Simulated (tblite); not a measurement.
C3H9NO2Si2 (charge +1 and doublet state).
Cartesian coordinates in Å at the GFN2-xTB level; atoms count from 1:
```xyz
17
C3H9NO2Si2 angstrom
N      2.584   -0.372   -1.055
C      2.072    0.788   -0.732
O      2.334    1.906   -1.042
Si     0.559    0.615    0.626
C     -1.029    1.127   -0.315
C     -2.072    0.053   -0.009
Si    -1.211   -1.613    0.471
O      0.337   -0.977    0.721
H      3.380   -0.421   -1.684
H      2.233   -1.228   -0.653
H      1.056    1.169    1.869
H     -0.847    1.192   -1.390
H     -1.369    2.113    0.002
H     -2.682    0.369    0.838
H     -2.743   -0.075   -0.857
H     -1.604   -2.080    1.786
H     -1.005   -2.552   -0.621
```

Level: GFN2-xTB in tblite, geometry and Hessian alike; calculated harmonic values, unscaled, isolated species. Errors from tens to a few hundred cm⁻¹ against measured bands are possible. Modes of hydrogen on silicon can be 10 to 20 % off. One conformer, not necessarily the lowest. Open shells enter through the occupations alone, without spin polarisation, and single modes of such species can be off by tens of per cent.

Harmonic wavenumbers (cm⁻¹): 34.2, 61.0, 84.6, 121.6, 181.4, 235.3, 306.2, 357.7, 397.2, 411.4, 447.3, 452.8, 494.2, 537.5, 566.9, 581.2, 605.7, 637.4, 644.6, 667.8, 688.3, 720.9, 751.2, 792.3, 932.3, 1024.8, 1036.6, 1038.5, 1108.1, 1208.3, 1209.2, 1256.5, 1412.3, 1412.7, 1443.2, 1875.4, 2335.6, 2372.5, 2393.3, 2964.8, 2986.1, 2995.8, 3012.6, 3338.9, 3453.3.

A = 2702, B = 986.1, C = 829.9 MHz; mass 147.017 u (most abundant isotopes); point group C1, symmetry number 1; spin multiplicity 2.

Question: What is the zero-point energy?

Answer: ½Σν̃ = 25795 cm⁻¹ = 308.57 kJ/mol.

Question: Entropy at 350 K, 1 bar (ideal gas, RRHO, classical rotation)?

Answer: Translation 174.43, rotation 124.86, vibration 160.56, spin (R ln 2) 5.76: S = 465.6 J/(mol K).

Question: And Cp and H(350 K) − H(0)?

Answer: Cp = 198.07 J/(mol K), of which vibrations give 164.81 (their classical limit is 45 R = 374.2); H(350 K) − H(0) = 40.96 kJ/mol without the zero-point energy, 29.32 from vibrations.

Question: What must be added to the electronic energy to get the Gibbs energy at 350 K and 1 bar?

Answer: ZPE + [H(350 K) − H(0)] − T·S = 308.57 + 40.96 − 162.96 = 186.57 kJ/mol.

Question: Blend soft modes into free rotors: weight 1/[1 + (100 cm⁻¹/ν̃)⁴] for the oscillator and the rest for a rotor with moment μB/(μ + B), μ = h/(8π²ν), B = 10⁻⁴⁴ kg m². What vibrational entropy results?

Answer: 145.28 J/(mol K) in place of 160.56, which changes −T·S at 350 K by +5.35 kJ/mol.

Question: Which modes carry the vibrational entropy at 350 K?

Answer: 34.2 cm⁻¹: 24.63; 61.0 cm⁻¹: 19.84; 84.6 cm⁻¹: 17.14; 121.6 cm⁻¹: 14.17; 181.4 cm⁻¹: 10.94; 235.3 cm⁻¹: 8.91 J/(mol K); the other 39 give 64.93 together.

Question: How do the functions run with temperature in this model?

Answer: 
```
 T (K)  S (J/(mol K))  Cp (J/(mol K))  H − H(0) (kJ/mol)  G − H(0) (kJ/mol)  ln q(vib)
    50          258.0            57.7               2.22             -10.68       0.79
   100          304.4            78.7               5.62             -24.81       2.16
298.15          435.5           177.4              31.21             -98.64       7.74
373.15          478.6           206.4              45.64            -132.94       9.90
   500          544.5           243.7              74.32            -197.91      13.49
   750          653.2           292.0             141.79            -348.13      20.09
  1000          741.8           322.9             218.90            -522.85      26.00
```

q(vib) and H(0) count from the zero-point level.

Hindered rotation and anharmonicity are outside this model. Other conformers, if any are populated, would add a mixing term that is left out. The structure is chiral; the term R ln 2 for an equal mix with its mirror image is left out.
